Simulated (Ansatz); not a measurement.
Program: Ansatz. Geometries: PBE0-D4/def2-TZVP. ΔE: electronic, gas phase. CCSD(T)/CBS is the MP2 limit (def2-TZVPP, def2-QZVPP) plus CCSD(T) − MP2 in def2-TZVPP, frozen cores. Functionals use def2-TZVPP. For Ge, Mg outer-core shells are correlated without core-valence functions, which leaves a few kJ/mol of doubt a bond. Scalar relativity is left out up to krypton. One conformer a species, not always the lowest.

Reaction (cleavage of the Si–Ge bond): `[OH][GeH2][SiH3]` + `[OH][MgH]` → `[MgH][O][SiH3]` + `[OH][GeH3]`

`[OH][GeH2][SiH3]`:

Z-matrix (Å, degrees):
```
Ge
Si 1 2.389
O 1 1.791 2 109.9
H 1 1.536 2 113.0 3 115.2
H 1 1.546 2 111.3 3 -121.0
H 2 1.488 1 110.2 3 177.8
H 2 1.488 1 109.3 3 58.3
H 2 1.486 1 110.4 3 -61.5
H 3 0.960 1 112.4 2 -65.1
```

`[OH][MgH]`:

Cartesian coordinates in Å:
```
O 0.048 -0.736 0.770
Mg -0.031 0.479 -0.501
H 0.091 -1.390 1.453
H -0.108 1.646 -1.722
```

`[MgH][O][SiH3]`:

```xyz
7

Mg   -0.046   -0.203   -2.186
O    -0.010   -0.038   -0.399
Si    0.025    0.112    1.205
H    -0.080   -0.359   -3.865
H     1.013   -0.823    1.819
H     0.405    1.496    1.616
H    -1.307   -0.185    1.810
```

`[OH][GeH3]`:

```xyz
6

O    -0.245   -1.317   -0.299
Ge    0.249    0.351    0.092
H    -1.196   -1.411   -0.382
H     1.776    0.283    0.179
H    -0.374    0.783    1.434
H    -0.210    1.310   -1.024
```

Task: Is it downhill or uphill in electronic energy at CCSD(T)/CBS, and by how much? (Best estimate.)

Result: Ansatz gave: Downhill: ΔE = -26.1 kcal/mol.

Task: What do these levels give: PBE-D4, PBE0-D4, CAM-B3LYP-D4, ωB97M-V, PBE-QIDH, PBE, r2SCANh, LC-ωPBE, RPA@PBE/def2-TZVPP, CCSD(T)/def2-SVP, MP2/def2-TZVPP, SCS-MP2/def2-QZVPP? (Best estimate.)

Result: Computed: PBE-D4 -20.5, PBE0-D4 -22.6, CAM-B3LYP-D4 -27.0, ωB97M-V -26.0, PBE-QIDH -25.9, PBE -20.8, r2SCANh -25.3, LC-ωPBE -24.7, RPA@PBE/def2-TZVPP -27.6, CCSD(T)/def2-SVP -27.0, MP2/def2-TZVPP -27.8, SCS-MP2/def2-QZVPP -28.9 kcal/mol.

Largest T1 diagnostic among the species: 0.012.

From BLYP to BHLYP (50 % exact exchange), in def2-TZVPP and without D4, ΔE moves by −4.3 kcal/mol. Leaving LDA and LC-ωPBE aside and taking each functional with its dispersion term where it has one, the values, not all of them listed here, spread over 7.5 kcal/mol, from BHLYP-D4 to PBE-D4.
